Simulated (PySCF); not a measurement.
# Spectroscopy problems

Calculated, not measured (PySCF): GIAO PBE0/pcSseg-1 shieldings, geometry: GFN2-xTB. One averaged value for each set of equivalent atoms, in vacuum, non-relativistic Hamiltonian, single conformer.

Chemical shifts δ = σref − σ; TMS for $^{1}$H (σ = 31.72 ppm) and $^{13}$C (σ = 186.93 ppm), all at this level. Splittings of carbon signals by F and P are missing where no couplings were computed. Where no couplings were computed, multiplicities follow the n + 1 count of equivalent neighbours, and m marks all less simple cases (inequivalent or close neighbours, rings, F or P nearby). Shifts are as computed. Against solution values, carbons near 30 ppm lie about +3 ppm off and those near 130 ppm about +5 ppm; carbons on Cl a further +6 ppm. Of 1211 compounds with measured shifts, 218 miss one by over three times the rms of a fit or turn the order of signals round; such compounds aren't used in these exercises. Carbons bonded to Cl come out too deshielded.

Problem. C₉H₆ClP. $^{1}$H NMR (400 MHz, computed): δ 8.56 (m, 1H), 8.28 (m, 1H), 8.19 (m, 1H), 8.16 (m, 1H), 8.01 (m, 1H), 7.88 (m, 1H). $^{13}$C{$^{1}$H} NMR (computed): δ 187.9 (C), 162.0 (C), 139.4 (CH), 138.7 (CH), 137.8 (CH), 137.1 (CH), 137.0 (C), 134.0 (CH), 130.6 (CH). What is it?

Solution. SMILES C1=CC=C2C(=C1)C=CC(Cl)=P2. 9 carbon signals for 9 carbons: no two carbons are equivalent. Carbon types of the structure: 3 × C, 6 × CH, which accounts for all hydrogens. δC 187.9: aromatic carbon bearing chlorine. δC 162.0, 137.0: ring-fusion aromatic carbon. δC 139.4, 138.7, 137.8, 137.1, 134.0, 130.6: aromatic CH; the aromatic region. δH 8.56, 8.28, 8.19, 8.16, 8.01, 7.88: hydrogen on an aromatic CH; aromatic region.

The shifts were computed for this structure.

Problem. C₅H₁₂Si₂. $^{1}$H NMR (600 MHz, computed): δ 5.69 (t, 1H), 4.82 (m, 2H), 3.88 (t, 3H), 2.23 (t, 2H), 1.90 (m, 2H), 0.97 (m, 2H). $^{13}$C{$^{1}$H} NMR (computed): δ 180.6, 131.4, 38.5, 19.0, 11.7. What is it?

Solution. `[SiH3]CCC1=C[SiH2]C1`. Rings plus π bonds: 2 (1 ring in the answer). 5 carbon signals for 5 carbons: no two carbons are equivalent. Carbon types of the structure: 1 × C, 1 × CH, 3 × CH2, leaving 5 H on heteroatoms. δC 180.6: fully substituted alkene carbon. δC 131.4: alkene CH; an sp2 carbon of a C=C bond. δH 2.23: hydrogen on an allylic sp3 CH2; allylic position. δH 1.90: hydrogen on an allylic sp3 CH2 bonded to Si; allylic position.

The shifts were computed for this structure.
